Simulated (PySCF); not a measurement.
A calculated (UHF, PySCF 2.14, x2c-SVPall, the spin-free X2C one-electron Hamiltonian (Gaussian nucleus)) atom or ion has these occupied shells.

```tsv
shell	electrons	orbital energy (eV)	rms radius, mean of both spins (bohr)
1s	2	-16197.4	0.0451
2s	2	-2261.7	0.187
2p	6	-2005.2	0.166
3s	2	-380.33	0.524
3p	6	-294.59	0.535
3d	10	-152.84	0.547
4s	2	-53.254	1.46
4p	6	-30.025	1.69
5s	2	-4.935	4.88
```

Task: Name the element and its charge.

Result: Sr (strontium, neutral), in [Kr] 5s2, closed-shell 1S.
